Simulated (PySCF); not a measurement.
Two species compared at the same levels of theory.

First species: C2H6P2.
SMILES with atom numbers: `[PH2:1][P:2]1[CH2:3][CH2:4]1` (hydrogens: H5, H6 on P1; H7, H8 on C3; H9, H10 on C4)

Structure used (GFN2-xTB), in Å, numbered top down from 1:
```
atom  x, y, z in Å
P1     1.8146    0.5111    0.3476
P2     0.2472   -0.1018   -1.0249
C3    -1.1985    0.4775   -0.0289
C4    -0.8414   -0.9558    0.2017
H5     2.7445   -0.3905   -0.1668
H6     2.2717    1.5312   -0.4851
H7    -1.0081    1.1857    0.7673
H8    -2.1033    0.6804   -0.5864
H9    -0.4093   -1.2280    1.1562
H10   -1.5086   -1.7052   -0.2032
```

Second species: C2H10SSi3.
SMILES: `[SiH3]S[SiH]1C[SiH2]C1`

Levels: B3LYP/def2-SVPD for dipole moment, HOMO energy, LUMO energy, HOMO–LUMO gap, static isotropic polarisability and electronic spatial extent ⟨r²⟩ about the centre of nuclear charge; TDDFT B3LYP/def2-SVPD for lowest singlet excitation; TDA B3LYP/def2-SVPD for lowest triplet excitation (Tamm–Dancoff); GFN2-xTB for rotational constant A and rotational constant C. Geometries: GFN2-xTB. Each species is one conformer at its optimised geometry, gas phase, non-relativistic unless stated; the electronic structure was computed with PySCF and density fitting.

Dipoles, sizes and rotational constants follow the conformer. The torsions of the flexible species, by atom-mapped SMILES:
- `[PH2:1][P:2]1[CH2:3][CH2:4]1`: H–P1–P2–C3 158°, H–P1–P2–C3 -110°
- `[SiH3:1][S:2][SiH:3]1[CH2:4][SiH2:5][CH2:6]1`: Si1–S2–Si3–C4 50°

Values for the first species:

| Item | Value |
| --- | --- |
| Dipole moment | 0.62 D |
| HOMO energy | -6.52 eV |
| LUMO energy | -0.14 eV |
| HOMO–LUMO gap | 6.38 eV |
| Lowest singlet excitation | 5.61 eV |
| Lowest triplet excitation (Tamm–Dancoff) | 4.58 eV |
| Static isotropic polarisability | 75.9 au |
| Electronic spatial extent ⟨r²⟩ about the centre of nuclear charge | 501 bohr² |
| Rotational constant A | 9.220 GHz |
| Rotational constant C | 2.841 GHz |

**Question.** Estimate the same properties for the second species, and the change in each.

**Answer.** 
```json
{"property": "dipole moment", "first": "0.62 D", "second": "1.45 D", "second less first": "+0.83 D"}
{"property": "HOMO energy", "first": "-6.52 eV", "second": "-6.91 eV", "second less first": "-0.39 eV"}
{"property": "LUMO energy", "first": "-0.14 eV", "second": "-0.38 eV", "second less first": "-0.24 eV"}
{"property": "HOMO–LUMO gap", "first": "6.38 eV", "second": "6.53 eV", "second less first": "+0.15 eV"}
{"property": "lowest singlet excitation", "first": "5.61 eV", "second": "5.58 eV", "second less first": "-0.03 eV"}
{"property": "lowest triplet excitation (Tamm–Dancoff)", "first": "4.58 eV", "second": "5.30 eV", "second less first": "+0.72 eV"}
{"property": "static isotropic polarisability", "first": "75.9 au", "second": "121.8 au", "second less first": "+45.9 au"}
{"property": "electronic spatial extent ⟨r²⟩ about the centre of nuclear charge", "first": "501 bohr²", "second": "1452 bohr²", "second less first": "+951 bohr²"}
{"property": "rotational constant A", "first": "9.220 GHz", "second": "2.325 GHz", "second less first": "-6.895 GHz"}
{"property": "rotational constant C", "first": "2.841 GHz", "second": "0.868 GHz", "second less first": "-1.973 GHz"}
```

On the first: The 8 singlets span 5.61 to 7.26 eV, and their oscillator strengths add up to 0.34.

On the second: The vertical singlet–triplet gap S1 − T1 is 0.28 eV (TDDFT singlet less Tamm–Dancoff triplet). S1 lies 0.95 eV below the HOMO–LUMO gap.
